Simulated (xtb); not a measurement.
Cl4OW, singlet, at a GFN2-xTB geometry (such geometries of metal compounds can be far from the true shape); GFN1-xTB with ALPB(ch2cl2) (xtb 6.7.1).

xtb was given this input:
```
$ xtb mol.xyz --gfn 1 --alpb ch2cl2 --json

# file mol.xyz
6

W      0.16461245    -0.05051104    -0.09004072
O      1.58033747    -0.48492377    -0.86442259
Cl     0.48222147    -0.52046481     2.10349082
Cl    -1.21233975     0.74450032    -1.70412629
Cl    -1.15304426    -1.89345041    -0.11588472
Cl     0.42292598     2.11748592     0.51524926
```

Q: What does xtb print? Leave out banner, timings and long lists.

A: 
```
   ID    Z sym.   atoms
    1   74 W      1
    2    8 O      2
    3   17 Cl     3-6

           -------------------------------------------------
          |                Calculation Setup                |
           -------------------------------------------------

           -------------------------------------------------
          |                 G F N 1 - x T B                 |
           -------------------------------------------------

      * Solvation model:               ALPB
        Solvent                        ch2cl2
        Parameter file                 internal GFN1-xTB/ALPB
        Dielectric constant                8.9300E+00
        Reference state                gsolv [1 M gas/solution]
        Free energy shift                  3.3401E-03 Eh       2.0960E+00 kcal/mol
        Temperature                        2.9815E+02 K
        Density                            1.3300E+00 kg/L
        Solvent mass                       8.4930E+01 g/mol
        Interaction kernel             P16
        Born radius scaling (c1)           1.6568E+00
        Born radii integrator          GBOBC
        Born offset                        0.0000E+00 a0       0.0000E+00 AA
        H-bond correction              false
        Ion screening                  false
        Surface tension                    1.0000E-05 Eh       1.5569E+01 dyn/cm
        Grid points                               230 per atom

          ...................................................
          :                      SETUP                      :
          :.................................................:
          :  # basis functions                  54          :
          :  # atomic orbitals                  49          :
          :  # shells                           17          :
          :  # electrons                        40          :
          :  # halogen bonds                     4          :
          :  max. iterations                   250          :
          :  Hamiltonian                  GFN1-xTB          :
          :  restarted?                      false          :
          :  GBSA solvation                   true          :
          :  PC potential                    false          :
          :  electronic temp.          300.0000000     K    :
          :  accuracy                    1.0000000          :
          :  -> integral cutoff          0.2500000E+02      :
          :  -> integral neglect         0.1000000E-07      :
[...]
         :: total energy             -24.238769427204 Eh    ::
[...]
        25                         -0.2157254              -5.8702
        26                         -0.0953633              -2.5950
        27                         -0.0933140              -2.5392
        28                         -0.0922463              -2.5101
        29                         -0.0922463              -2.5101
        30                         -0.0919964              -2.5033
        31                         -0.0902836              -2.4567
       ...                                ...                  ...
        49                          0.7416236              20.1806
      -------------------------------------------------------------
                  HL-Gap            0.1152293 Eh            3.1355 eV
             Fermi-level           -0.4363469 Eh          -11.8736 eV

  Mulliken/CM5 charges         n(s)   n(p)   n(d)
     1W     1.84581  2.41875   0.377  0.908  2.869
     2O    -0.63641 -0.89553   1.742  4.894  0.000
     3Cl   -0.30235 -0.38080   1.878  5.434 -0.009
     4Cl   -0.30235 -0.38080   1.878  5.434 -0.009
     5Cl   -0.30235 -0.38080   1.878  5.434 -0.009
     6Cl   -0.30235 -0.38080   1.878  5.434 -0.009

Wiberg/Mayer (AO) data.
largest (>0.10) Wiberg bond orders for each atom

 ---------------------------------------------------------------------------
     #   Z sym  total        # sym  WBO       # sym  WBO       # sym  WBO
 ---------------------------------------------------------------------------
     1  74 W    6.193 --     2 O    2.002     5 Cl   1.048     4 Cl   1.048
                             3 Cl   1.048     6 Cl   1.048
     2   8 O    2.214 --     1 W    2.002
     3  17 Cl   1.207 --     1 W    1.048
     4  17 Cl   1.207 --     1 W    1.048
     5  17 Cl   1.207 --     1 W    1.048
     6  17 Cl   1.207 --     1 W    1.048
 ---------------------------------------------------------------------------

Topologies differ in total number of bonds
Writing topology from bond orders to xtbtopo.mol

 dipole moment from electron density (au)
     X       Y       Z
  -0.7886   0.2420   0.4314  total (Debye):    2.366

           -------------------------------------------------
          | TOTAL ENERGY              -24.238769427204 Eh   |
          | GRADIENT NORM               0.045468499083 Eh/α |
          | HOMO-LUMO GAP               3.135549538246 eV   |
           -------------------------------------------------

normal termination of xtb
```
